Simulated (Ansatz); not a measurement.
Consider the atomization: `N[SiH2][GaH2]` → Ga• + 6 H• + N• + Si•.

Gas-phase electronic energies from Ansatz, PBE0-D4/def2-TZVP geometries. CBS: MP2 limit from def2 TZ/QZ plus the TZ coupled-cluster correction, frozen cores. This one scheme is used for every species, atoms too. DFT in def2-TZVPP. HSE06 is defined as in plane-wave codes. Open shells (•) are unrestricted, without spin–orbit coupling. Spin–orbit coupling would lower the free atoms: a little for Si; clearly for Ga. Bonds to Ga are less sure, by a few kJ/mol each and by 10 to 20 or more in all where they break to atoms, as the def2 sets lack core-valence functions. Scalar relativity is left out up to krypton. Each species was taken in one conformer, which may not be the lowest.

(1) What is ΔE at CCSD(T)/CBS? (Best estimate.)

(2) What do these levels give: PBE-D4, B97M-V, HSE06-D4, PBE, CCSD(T)/def2-SVP, CCSD/CBS(def2)? (Best estimate.)

Largest T1 diagnostic among the species: 0.013.

Answers

(1) The calculation gave: +26.35 eV.

(2) The calculation gave: PBE-D4 26.13, B97M-V 26.45, HSE06-D4 25.94, PBE 25.96, CCSD(T)/def2-SVP 24.24, CCSD/CBS(def2) 26.07 eV.

The D4 term adds +0.28 eV with B3LYP and +0.15 eV with PBE0; it sums over pairs of atoms, weighted by their polarisabilities, and B3LYP, whose exchange is more repulsive, gets the larger term. Leaving LDA and LC-ωPBE aside and taking each functional with its dispersion term where it has one, the values, not all of them listed here, spread over 0.87 eV, from revPBE-D4 to ωB97X-V. LDA lies +3.46 eV from PBE without D4, its usual overbinding.

B3LYP here is the variant with VWN-RPA as its local correlation; programs differ in this.

For atomizations the MP2-based limit and the directly extrapolated one differ by several kJ/mol either way, and by 10 to 25 for some Ge, Se and Sn compounds, so smaller differences from it don't rank the levels.
